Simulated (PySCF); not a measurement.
Hf(Cl)3(OH) (Cl₃HHfO), SMILES [OH][Hf]([Cl])([Cl])[Cl], multiplicity 1.

Geometry optimised at B3LYP-D3(BJ)/def2-SVP. The multiplicity is an assumed one; other spin states were not compared. The isomer is the one that the SMILES or the coordinates give; other isomers of the formula were not compared. The def2 effective core potentials stand for the cores of Hf; spin–orbit coupling is left out. The values are those of a single conformer.

Calculation: PBE/def2-TZVP (PySCF).

Gas-phase values at a fixed geometry.

```
Quantity                                                                                                        Result
---------------------------------------------------------------------------------------------  -----------------------
total energy                                                                                       -1504.22280 hartree
point group                                                                                                        C3v
highest occupied level                                                                                        -7.91 eV
lowest empty level                                                                                            -2.37 eV
orbital gap                                                                                                    5.54 eV
dipole moment                                                                                                   2.87 D
quadrupole, principal values (traceless, Buckingham form, about the centre of nuclear charge)  -6.18, -6.18, 12.37 D·Å
mean static polarisability                                                                       80.4 bohr³ (11.92 Å³)
polarisability, principal values                                                                72.6, 84.3, 84.3 bohr³
```
